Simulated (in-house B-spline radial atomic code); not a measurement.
Results of a calculation; reference values are marked as such.
## Building a PAW s channel for In, r_c = 2.23 bohr

In, [Kr] 4d10 5s2 5p1, non-relativistic LDA (VWN5), spherical and spin-unpolarised, from an all-electron radial atomic-structure program (B-spline basis) (atomic units; all potentials screened as in the neutral atom).

Two all-electron partial waves φ1, φ2 are integrated outwards at E1 = ε(5s) = -0.290498 and E2 = E1 + 2 hartree; φ1 is the bound orbital and φ2 has unit norm inside r_c = 2.2292 bohr. Smooth partners are polynomials, r^1(a0 + a1 r² + a2 r⁴ + a3 r⁶), matched to φ and three derivatives at r_c, with no condition on the norm. The local potential is -6.0218 + (3.04615) r² + (-0.638698) r⁴ + (0.0490744) r⁶ inside 1.8251 bohr and the all-electron one outside.

| wave | φ(r_c) | φ'(r_c) | a0 | a1 | a2 | a3 |
| --- | --- | --- | --- | --- | --- | --- |
| 1 | 0.683316 | 0.004089291 | 0.2415861 | 0.0908275 | -0.02254124 | 0.001387218 |
| 2 | 0.21625 | 2.723064 | -2.274236 | 0.6462804 | -0.02519758 | -0.001776857 |

Inside r_c the overlaps are <φi φj> = [[0.34963, -0.46496], [-0.46496, 1.00000]] and, for the smooth waves, [[0.40488, -0.82599], [-0.82599, 3.08302]]. With χj = (Ej − T − V_local) applied to smooth wave j, the program's quadrature gives the matrix B_ij = <smooth i, χj> as [[0.42847, -2.54810], [-1.82603, 11.83260]].

Question: Check the match of the first wave, and find the augmentation charges q_ij.

Answer: At r_c the four terms are 0.53854, 1.00615, -1.24086, 0.37948, which sum to 0.6833, φ1(r_c) to rounding. q_ij is the all-electron overlap less the smooth one: [[-0.05525, 0.36103], [0.36103, -2.08302]]. The smooth first wave has a norm of 0.4049 inside r_c against 0.3496, so q11 is negative and must stay small enough for the overlap operator to be positive.

Question: B isn't symmetric. Show that D_ij = B_ij + Ej q_ij is.

Answer: Integrating by parts gives B12 − B21 = (E1 − E2) q12: -2.54810 − (-1.82603) = -0.72207, and −2 × (0.36103) = -0.72206. So D12 = -2.54810 + (1.709502)(0.36103) = -1.93092 and D21 = -1.82603 + (-0.290498)(0.36103) = -1.93091; D11 = 0.44452, D22 = 8.27167. The projectors, p = (B⁻¹)ᵀ χ, are dual to the smooth waves; det B = 0.42.

Solving (T + V_local + Σ p D p) ψ = E (1 + Σ p q p) ψ in a sphere of 9 bohr, whose wall lifts the free-atom level a little, gives these levels:

```json
{"all-electron": "-0.290388", "one projector": "-0.548899", "two projectors": "-"}
{"all-electron": "0.056500", "one projector": "-0.290388", "two projectors": "-"}
{"all-electron": "0.394802", "one projector": "0.057301", "two projectors": "-"}
{"all-electron": "0.898215", "one projector": "0.397450", "two projectors": "-"}
{"all-electron": "1.553710", "one projector": "0.902036", "two projectors": "-"}
```

Question: What does the second projector gain?

Answer: With one projector a ghost lies below the reference level, so the set fails. With two the overlap operator is not positive, so the set fails. The lowest eigenvalue of the overlap operator is 0.6602 with one and -0.01017 with two projectors. The smooth orbital alone needs a cutoff of 3.81 hartree for 1 millihartree of kinetic energy, against 9.33 for a norm-conserving Troullier-Martins orbital of the same radius, which is no gain while the set fails.
